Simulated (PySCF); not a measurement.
C₄H₇IO.
SMILES with atom numbers: `[CH3:1][C@H:2]([I:3])[CH2:4][CH:5]=[O:6]` (hydrogens: H7, H8, H9 on C1; H10 on C2; H11, H12 on C4; H13 on C5)

Theory: PySCF 2.14.0, PBE0-D3(BJ)/def2-SVP geometry optimisation, gas phase, def2 core potentials past Kr.

Give the optimised bond lengths and angles.

```
               bond  length (Å)
              C1–C2       1.512
              C2–I3       2.186
              C2–C4       1.516
              C4–C5       1.507
              C5=O6       1.201
C1–H7, C1–H8, C1–H9       1.100
             C2–H10       1.098
             C4–H11       1.105
             C4–H12       1.105
             C5–H13       1.122
```

Bonds in one row agree within 0.01 Å and their mean is given. A selection of angles:
```
     angle  degrees
  C2–C1–H7    111.4
  C2–C1–H8    108.5
  H7–C1–H8    108.9
  H7–C1–H9    108.3
  C1–C2–I3    110.0
  C1–C2–C4    114.3
 C1–C2–H10    110.6
  I3–C2–C4    108.7
 I3–C2–H10    102.9
 C4–C2–H10    109.8
  C2–C4–C5    114.1
 C2–C4–H11    111.5
 C2–C4–H12    111.6
 C5–C4–H11    108.1
 C5–C4–H12    106.1
H11–C4–H12    104.8
  C4–C5–O6    125.4
 C4–C5–H13    113.9
 O6–C5–H13    120.8
```

Torsions: C1–C2–C4–C5 -69° (synclinal); C2–C4–C5–O6 -2° (synperiplanar).

Of the pairs four or more bonds apart, O6···H8 is among the closest relative to their van der Waals radii: 2.52 Å, 92 % of the sum of Bondi's values.

Point group: C1 (no symmetry element, even within 0.4 Å). PBE0-D3(BJ)/def2-SVP frequencies: not computed here. The numbers are those of one conformer.

The run took 79 s of wall time on one thread of an Arm Neoverse V1, shared host, and the process peaked at 0.58 GiB of memory. This is the geometry optimisation.
